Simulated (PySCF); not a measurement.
InH, SMILES [InH] (connectivity only; charge and spin as stated), neutral, multiplicity 1. Atoms are numbered in the order given.

```xyz
2

In     0.0000     0.0000    -0.0373
H      0.0000     0.0000     1.8257
```

Coordinates come from a B3LYP-D3(BJ)/def2-TZVPD optimisation. The def2 effective core potentials stand for the cores of In; spin–orbit coupling is left out.

Computed with TDA-B3LYP/def2-TZVPD run with PySCF.

Vertical excitations; the highest root listed may be one member of a degenerate set. The molecule is in vacuum. State labels are in the subgroup C2v.

Q: List the lowest excited states. (Estimate from the structure and the level; the computed values follow.)

A: 
```
state  symmetry  energy (eV)  λ (nm)      f                          main pairs
-----  --------  -----------  ------  -----  ----------------------------------
S1           B1         2.77     447  0.033          HOMO→LUMO (degenerate set)
S2           B2         2.77     447  0.033        HOMO→LUMO+1 (degenerate set)
S3           A1         4.99     249  0.222                    HOMO→LUMO+2 94 %
S4           A1         6.10     203  0.419                    HOMO→LUMO+3 86 %
S5           B2         6.18     201  0.132        HOMO→LUMO+5 (degenerate set)
S6           B1         6.18     201  0.132        HOMO→LUMO+4 (degenerate set)
S7           A1         6.22     199  0.000        HOMO→LUMO+6 (degenerate set)
S8           A2         6.22     199  0.000        HOMO→LUMO+7 (degenerate set)
S9           A1         6.83     182  0.061                    HOMO→LUMO+8 99 %
S10          B2         6.86     181  0.021                   HOMO→LUMO+10 92 %
T1           B1         2.04     607      0          HOMO→LUMO (degenerate set)
T2           B2         2.04     607      0        HOMO→LUMO+1 (degenerate set)
T3           A1         4.59     270      0  HOMO→LUMO+2 70 %, HOMO→LUMO+3 25 %
T4           A1         5.16     240      0  HOMO→LUMO+3 69 %, HOMO→LUMO+2 28 %
```
Triplets are in the Tamm–Dancoff approximation.
